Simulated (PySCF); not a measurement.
PySCF input for Al(GeH3)(Me)2 (C2H9AlGe), SMILES [CH3][Al]([CH3])[GeH3], B3LYP-D3(BJ)/def2-SVP. The structure is a stationary point at B3LYP-D3(BJ)/def2-SVP.

```python
import numpy as np
from pyscf import gto, scf, dft, df
from pyscf.hessian import thermo

mol = gto.M(
    atom='''
    Al    0.79329609    0.70736395    0.09064492
    Ge   -1.05661868   -0.94381933   -0.13957862
    H    -0.63245477   -2.41303414    0.11343304
    H    -2.20269219   -0.66418619    0.87058753
    H    -1.73118877   -0.92297750   -1.53575910
    C     0.65210646    2.47091642   -0.76022154
    H     1.55151737    2.68802360   -1.36438754
    H     0.60537059    3.26081497    0.01237966
    H    -0.23002948    2.58754531   -1.40921565
    C     2.36367383    0.22273939    1.16485034
    H     3.11473196    1.02717625    1.22784169
    H     2.86097803   -0.67281892    0.75037453
    H     2.06803429   -0.04599109    2.19510511
    ''',
    basis='def2-SVP',
    charge=0,
    spin=0,
    max_memory=1600,
    verbose=3,
)
mf = dft.RKS(mol, xc='b3lyp').density_fit(auxbasis='def2-universal-jkfit')
mf.disp = 'd3bj'
mf.grids.level = 3
mf.conv_tol = 1e-11
mf.max_cycle = 100
mf.kernel()

# analytic Hessian; the response equations are solved on a coarser grid
h, args, fine = mf.Hessian(), (mf.mo_energy, mf.mo_coeff, mf.mo_occ), mf.grids
h.max_memory = max(150, 2.5e-5 * df.make_auxmol(mol, mf.with_df.auxbasis).nao * mol.nelec[0] * (mol.nelec[0] + mol.nao))  # MB; small integral blocks
h1ao = h.make_h1(mf.mo_coeff, mf.mo_occ)
mf.grids = dft.Grids(mol).set(level=1).build(with_non0tab=True)
mo1, mo_e1 = h.solve_mo1(*args, h1ao)
mf.grids = fine
hess = h.hess_elec(*args, mo1, mo_e1, h1ao) + h.hess_nuc()
if mf.do_disp():
    hess += h.get_dispersion()
for i in range(mol.natm):  # the analytic DFT Hessian lacks the response of the grid: restore translational invariance
    hess[i, i] -= hess[i].sum(axis=0)
hess = (hess + hess.transpose(1, 0, 3, 2)) / 2
vib = thermo.harmonic_analysis(mol, hess, imaginary_freq=False)
thermo.dump_normal_mode(mol, vib)
th = thermo.thermo(mf, vib['freq_au'][vib['freq_au'] > 0], 298.15, 101325)
thermo.dump_thermo(mol, th)
g0 = mf.nuc_grad_method().set(verbose=0).kernel()

# dipole derivatives [dipole axis, atom, xyz] from the same response
r, irp = mol.intor('int1e_r'), mol.intor('int1e_irp').reshape(3, 3, mol.nao, mol.nao)
sl, dm0, ok = mol.aoslice_by_atom(), np.array(mf.make_rdm1()), []
dmu = np.einsum('a,xt->xat', mol.atom_charges(), np.eye(3))
for a, (_, _, p0, p1) in enumerate(sl):
    dmu[:, a] += 2 * np.einsum('xtij,ij->xt', irp[:, :, :, p0:p1], dm0.reshape(-1, mol.nao, mol.nao).sum(0)[:, p0:p1])
    for u, c, occ, f in [(mo1, mf.mo_coeff, mf.mo_occ, 4)]:
        dmu[:, a] -= f * np.einsum('tui,xuv,vi->xt', u[a], r, c[:, occ > 0], optimize=True)
L = vib['norm_mode']
ir = 974.8801 * (np.einsum('xat,kat->kx', dmu, L) ** 2).sum(1)       # km/mol
apt = np.einsum('xax->a', dmu) / 3

# polarisability derivatives from nuclear gradients in small electric fields
h0, F = mf.get_hcore(), 0.005
def in_field(f, guess):
    m = mf.copy()
    m.verbose, m.conv_tol, m.conv_tol_grad = 0, 1e-11, 2e-7
    m.get_hcore = lambda *a: h0 + np.einsum('x,xij->ij', f, r)
    m.kernel(guess)
    ok.append(m.converged)
    dm = np.array(m.make_rdm1())
    g = m.nuc_grad_method().kernel() - np.outer(mol.atom_charges(), f)
    for a, (_, _, p0, p1) in enumerate(sl):
        g[a] -= 2 * np.einsum('x,xtij,ij->t', f, irp[:, :, :, p0:p1], dm[:, p0:p1])
    return g, -np.einsum('xij,ij->x', r, dm), dm
E = np.eye(3) * F
g0, _, dm0 = in_field(np.zeros(3), dm0)
gp = [in_field(e, dm0) for e in E]
gm = [in_field(-e, 2 * dm0 - p[2]) for e, p in zip(E, gp)]
alpha = np.array([(p[1] - q[1]) / (2 * F) for p, q in zip(gp, gm)])  # bohr^3
check = abs(np.array([-(p[0] - q[0]) / (2 * F) for p, q in zip(gp, gm)]) - dmu).max()
print('static polarisability / bohr^3:', alpha.round(3))
print('largest difference of analytic and finite-field dipole derivatives / e:', check)
da = np.zeros((3, 3, mol.natm, 3))
for x in range(3):
    da[x, x] = -(gp[x][0] + gm[x][0] - 2 * g0) / F**2
for x, y in ((0, 1), (0, 2), (1, 2)):
    up, down = in_field(E[x] + E[y], gp[x][2] + gp[y][2] - dm0), in_field(-E[x] - E[y], gm[x][2] + gm[y][2] - dm0)
    both = -(up[0] + down[0] - 2 * g0) / F**2
    da[x, y] = da[y, x] = (both - da[x, x] - da[y, y]) / 2
aq = np.einsum('xyat,kat->kxy', da, L) * 0.529177210903**2           # A^2/amu^1/2
a = np.einsum('kxx->k', aq) / 3
g2 = 1.5 * (aq**2).sum((1, 2)) - 4.5 * a**2
raman, depol = 45 * a**2 + 7 * g2, 3 * g2 / (45 * a**2 + 4 * g2 + 1e-12)
print('mode   freq/cm-1   IR/(km/mol)   Raman/(A^4/amu)   depolarisation')
for k, w in enumerate(vib['freq_wavenumber']):
    print(f'{k + 1:4d} {w:11.2f} {ir[k]:13.3f} {raman[k]:17.3f} {depol[k]:16.3f}')
print('max |gradient| / (hartree/bohr):', abs(g0).max())
print('APT charges:', apt.round(4))
```

Program output:

```
converged SCF energy = -2400.75954731323

WARN: DFTD3 does not support analytical Hessian, using finite difference


WARN: Mole.unit (angstrom) is changed to Bohr

Mode                                 0                   1                   2
Irrep
Freq [cm^-1]                      -23.5579            -17.7878             31.8981
Reduced mass [au]                   1.0268              1.0572              1.0410
Force const [Dyne/A]               -0.0003             -0.0002              0.0006
Char temp [K]                     -33.8946            -25.5926             45.8943
Normal mode                   x     y     z       x     y     z       x     y     z
       0  Al                -0.01  0.01  0.02   -0.01  0.01 -0.00   -0.01  0.01  0.02
       1  Ge                 0.00 -0.00 -0.01    0.00 -0.00 -0.00   -0.00 -0.00  0.00
       2   H                -0.02  0.01  0.10    0.14 -0.05 -0.50    0.00  0.00  0.02
       3   H                -0.07  0.06 -0.11    0.26 -0.34  0.38   -0.01  0.00 -0.01
       4   H                 0.10 -0.08 -0.06   -0.36  0.34  0.18    0.02 -0.01 -0.01
       5   C                -0.00  0.01  0.01    0.03 -0.00 -0.03    0.02 -0.01 -0.03
       6   H                -0.22 -0.26 -0.41   -0.01 -0.09 -0.12   -0.04 -0.13 -0.16
       7   H                 0.55  0.07 -0.02    0.16  0.02 -0.05    0.20  0.03 -0.06
       8   H                -0.25  0.17  0.39   -0.02  0.04  0.04   -0.05  0.04  0.08
       9   C                 0.00  0.01 -0.00   -0.03  0.01  0.03   -0.00  0.00  0.00
      10   H                 0.07 -0.05 -0.14   -0.02 -0.00  0.02   -0.22  0.18  0.40
      11   H                -0.09 -0.10  0.11   -0.04 -0.01  0.07    0.28  0.32 -0.36
      12   H                 0.02  0.18  0.05   -0.05  0.05  0.04   -0.00 -0.54 -0.14
Mode                                 3                   4                   5
Irrep
Freq [cm^-1]                      105.5282            144.4202            153.6084
Reduced mass [au]                   2.9876              2.6425              2.5586
Force const [Dyne/A]                0.0196              0.0325              0.0356
Char temp [K]                     151.8316            207.7886            221.0082
Normal mode                   x     y     z       x     y     z       x     y     z
       0  Al                -0.04  0.06 -0.05    0.02  0.01  0.00    0.06 -0.05 -0.11
       1  Ge                 0.02 -0.02  0.02    0.03  0.03  0.00   -0.00  0.00  0.01
       2   H                 0.16  0.04  0.14    0.01  0.02  0.00   -0.10 -0.01  0.09
       3   H                 0.01 -0.05  0.01    0.04  0.04  0.01    0.11  0.18  0.09
       4   H                -0.00 -0.20  0.03    0.02  0.04  0.01   -0.13 -0.05  0.07
       5   C                 0.08  0.10  0.01   -0.13 -0.03 -0.05   -0.03  0.03  0.06
       6   H                 0.13  0.06  0.06   -0.21  0.03 -0.15   -0.10  0.13  0.00
       7   H                 0.11  0.06  0.04   -0.16  0.02 -0.11    0.04 -0.09  0.19
       8   H                 0.12  0.19 -0.03   -0.20 -0.17  0.01   -0.10  0.10  0.17
       9   C                -0.10 -0.08 -0.03   -0.05 -0.13  0.03   -0.03  0.03  0.06
      10   H                -0.03 -0.15  0.04    0.03 -0.22  0.14   -0.12  0.10  0.19
      11   H                -0.17 -0.11 -0.05   -0.13 -0.16  0.00    0.12  0.08  0.15
      12   H                -0.17 -0.10 -0.05   -0.15 -0.17 -0.00   -0.20  0.01  0.01
Mode                                 6                   7                   8
Irrep
Freq [cm^-1]                      294.8609            362.4664            396.9853
Reduced mass [au]                   6.3496              1.1147              1.1057
Force const [Dyne/A]                0.3253              0.0863              0.1027
Char temp [K]                     424.2392            521.5084            571.1734
Normal mode                   x     y     z       x     y     z       x     y     z
       0  Al                 0.10  0.08  0.01   -0.01  0.02  0.03   -0.01  0.01 -0.01
       1  Ge                -0.04 -0.04 -0.00    0.01 -0.01 -0.02    0.01 -0.02  0.02
       2   H                -0.01 -0.03 -0.02   -0.32 -0.05  0.26   -0.55 -0.21 -0.25
       3   H                -0.06 -0.07 -0.02    0.35  0.51  0.26   -0.09  0.23 -0.17
       4   H                -0.01 -0.03 -0.02   -0.41 -0.11  0.19    0.22  0.54 -0.09
       5   C                -0.01  0.08 -0.04   -0.00  0.01  0.00    0.00  0.03 -0.01
       6   H                -0.07  0.14 -0.10    0.03 -0.09  0.01    0.04 -0.02  0.03
       7   H                -0.05  0.11 -0.07   -0.00  0.10 -0.09    0.03  0.01  0.01
       8   H                -0.06 -0.04  0.01    0.04 -0.03 -0.06    0.04  0.11 -0.04
       9   C                 0.07 -0.02  0.05    0.01 -0.00  0.00   -0.03  0.01 -0.02
      10   H                 0.13 -0.09  0.13    0.04 -0.03 -0.05    0.03 -0.05  0.05
      11   H                 0.01 -0.05  0.03   -0.07 -0.01 -0.08   -0.08 -0.02 -0.02
[...]
Char temp [K]                    2978.1581           2995.1984           3003.0933
Normal mode                   x     y     z       x     y     z       x     y     z
       0  Al                 0.00  0.00  0.00    0.00  0.00 -0.00    0.00 -0.00  0.00
       1  Ge                -0.01  0.00  0.01   -0.00 -0.00 -0.01    0.01 -0.01  0.01
       2   H                -0.05  0.09 -0.00   -0.11  0.34 -0.08   -0.25  0.87 -0.14
       3   H                 0.72 -0.18 -0.64   -0.12  0.01  0.08   -0.03 -0.01  0.04
       4   H                 0.03 -0.00  0.11    0.39 -0.03  0.82   -0.16 -0.01 -0.34
       5   C                -0.00 -0.00 -0.00   -0.00 -0.00  0.00   -0.00  0.00 -0.00
       6   H                 0.00 -0.00 -0.00    0.00 -0.00  0.00    0.00 -0.00 -0.00
       7   H                -0.00 -0.00  0.00    0.00 -0.00  0.00   -0.00 -0.00  0.00
       8   H                -0.00  0.00 -0.00   -0.00 -0.00 -0.00    0.00  0.00 -0.00
       9   C                -0.00 -0.00 -0.00   -0.00 -0.00  0.00   -0.00  0.00 -0.00
      10   H                -0.00  0.00 -0.00   -0.00  0.00 -0.00   -0.00  0.00  0.00
      11   H                 0.00 -0.00  0.00   -0.00 -0.00 -0.00   -0.00 -0.00 -0.00
      12   H                -0.00 -0.00  0.00    0.00 -0.00  0.00   -0.00 -0.00 -0.00
Mode                                27                  28                  29
Irrep
Freq [cm^-1]                     3006.1033           3008.0741           3079.3474
Reduced mass [au]                   1.0375              1.0364              1.0976
Force const [Dyne/A]                5.5239              5.5252              6.1324
Char temp [K]                    4325.1134           4327.9489           4430.4953
Normal mode                   x     y     z       x     y     z       x     y     z
       0  Al                -0.00  0.00 -0.00   -0.00  0.00 -0.00   -0.00  0.00  0.00
       1  Ge                 0.00 -0.00  0.00    0.00 -0.00  0.00   -0.00  0.00  0.00
       2   H                -0.00 -0.00 -0.00   -0.00  0.00 -0.00    0.00  0.00 -0.00
       3   H                -0.00  0.00  0.00    0.00  0.00 -0.00   -0.00 -0.00 -0.00
       4   H                -0.00  0.00 -0.00    0.00  0.00  0.00    0.00  0.00 -0.00
       5   C                -0.01 -0.05  0.01    0.00  0.01 -0.00   -0.04  0.03  0.07
       6   H                 0.48  0.10 -0.32   -0.07 -0.01  0.05    0.56  0.14 -0.36
       7   H                -0.03  0.45  0.46    0.00 -0.06 -0.07    0.02 -0.48 -0.46
       8   H                -0.35  0.03 -0.25    0.05 -0.00  0.04   -0.08  0.01 -0.03
       9   C                 0.00 -0.00  0.00    0.03 -0.02  0.03    0.00 -0.00 -0.00
      10   H                -0.05 -0.05 -0.00   -0.32 -0.37 -0.02   -0.00 -0.00  0.00
      11   H                -0.04  0.07  0.03   -0.26  0.48  0.24   -0.00  0.01  0.00
      12   H                 0.03  0.02 -0.08    0.18  0.14 -0.55   -0.00 -0.00  0.01
Mode                                30                  31                  32
Irrep
Freq [cm^-1]                     3083.2462           3108.9161           3116.0590
Reduced mass [au]                   1.0979              1.1017              1.1007
Force const [Dyne/A]                6.1492              6.2738              6.2968
Char temp [K]                    4436.1048           4473.0381           4483.3152
Normal mode                   x     y     z       x     y     z       x     y     z
       0  Al                 0.00 -0.00 -0.00   -0.00 -0.00  0.00   -0.00 -0.00 -0.00
       1  Ge                -0.00 -0.00  0.00    0.00  0.00  0.00    0.00  0.00 -0.00
       2   H                -0.00  0.00 -0.00   -0.00  0.00 -0.00   -0.00 -0.00  0.00
       3   H                -0.00 -0.00  0.00   -0.00  0.00 -0.00    0.00  0.00  0.00
       4   H                 0.00  0.00  0.00    0.00  0.00  0.00    0.00  0.00  0.00
       5   C                 0.00 -0.00 -0.00    0.00  0.00  0.00   -0.08 -0.01 -0.04
       6   H                -0.01 -0.00  0.00    0.00  0.00 -0.00    0.27  0.07 -0.20
       7   H                -0.00  0.00  0.01   -0.00 -0.00 -0.00   -0.03  0.18  0.17
       8   H                 0.00 -0.00 -0.00   -0.00  0.00 -0.00    0.68 -0.09  0.50
       9   C                 0.04 -0.03 -0.07   -0.04 -0.08  0.01   -0.00 -0.00 -0.00
      10   H                 0.01 -0.00 -0.01    0.56  0.60  0.05    0.00  0.00  0.00
      11   H                -0.30  0.55  0.24   -0.16  0.26  0.13    0.00 -0.00 -0.00
      12   H                -0.17 -0.17  0.62    0.08  0.07 -0.32   -0.00 -0.00  0.00
temperature 298.1500 [K]
pressure 101325.00 [Pa]
Rotational constants [GHz] 4.76668 1.55109 1.20487
Symmetry number 1
Zero-point energy (ZPE) 0.09267 [Eh]   243303.839 [J/mol]
                           tot       elec      trans        rot        vib
Entropy [J/mol/K]       374.635      0.000    169.709    117.070     87.856
Cv [J/mol/K]            111.339      0.000     12.472     12.472     86.395
Cp [J/mol/K]            119.653      0.000     20.786     12.472     86.395
Internal energy [J/mol]                      3718.434   3718.434 256646.595
Internal energy [Eh]   -2400.65896  -2400.75955
Enthalpy [J/mol]                             6197.391   3718.434 256646.595
Enthalpy [Eh]          -2400.65802
Gibbs free energy [J/mol]                  -44401.377 -31186.108 230452.356
Gibbs free energy [Eh] -2400.70056
static polarisability / bohr^3: [[85.997 10.035  6.756]
 [10.034 85.533 -4.287]
 [ 6.756 -4.288 69.859]]
largest difference of analytic and finite-field dipole derivatives / e: 0.0009550311900057284
mode   freq/cm-1   IR/(km/mol)   Raman/(A^4/amu)   depolarisation
   1      -23.56         0.011             0.127            0.742
   2      -17.79         0.039             0.278            0.750
   3       31.90         0.001             0.065            0.748
   4      105.53         3.533             1.690            0.749
   5      144.42         4.410             4.492            0.504
   6      153.61         9.306             0.050            0.547
   7      294.86         7.454            17.394            0.085
   8      362.47         8.390             0.834            0.312
   9      396.99         6.400             4.715            0.737
  10      544.10         0.267             0.671            0.640
  11      576.02        26.937            13.898            0.152
  12      619.96         2.657             4.661            0.407
  13      658.30        39.925             2.119            0.749
  14      693.50        80.829             3.082            0.721
  15      736.77       281.394             1.552            0.445
  16      809.95        93.904            12.866            0.664
  17      891.60        37.324            29.732            0.750
  18      893.07        35.967            30.299            0.750
  19     1212.66        29.078             0.777            0.104
  20     1214.19        10.809             4.204            0.134
  21     1419.88         0.352            12.642            0.750
  22     1423.37         0.743             9.920            0.750
  23     1425.04         3.001            10.801            0.750
  24     1428.38         2.914             7.365            0.750
  25     2069.92       120.195           234.694            0.186
  26     2081.77       129.578           228.075            0.214
  27     2087.25       150.316           179.890            0.588
  28     3006.10         5.245           115.779            0.026
  29     3008.07         4.050           184.447            0.000
  30     3079.35         8.175           110.837            0.741
  31     3083.25         6.547            83.308            0.750
  32     3108.92         9.935           139.209            0.675
  33     3116.06         7.482            93.181            0.749
max |gradient| / (hartree/bohr): 5.027159139046292e-05
APT charges: [ 1.125   0.4832 -0.2564 -0.2452 -0.2544 -0.4326 -0.0063 -0.0026  0.0163
 -0.4463 -0.0089  0.0136  0.0145]
```

Self-consistency was reached. The end point has an imaginary mode, so it is no minimum.

Cost: about 7 core-minutes (a rough figure).
